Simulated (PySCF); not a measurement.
An element was calculated at PBE0 (PySCF 2.14, spin-free X2C, a triple-zeta basis, no spin-orbit coupling), in the ground configurations that NIST lists.

| Item | Value |
| --- | --- |
| first ionisation energy | 5.969 eV |
| second ionisation energy | 11.917 eV |
| third ionisation energy | 23.402 eV |

Q: Which element is it?

A: Erbium (Er, Z = 68), in ANO-RCC-VTZP. NIST lists 6.108, 11.916 ± 0.02, 22.7 ± 0.03 eV for these ionisation energies.
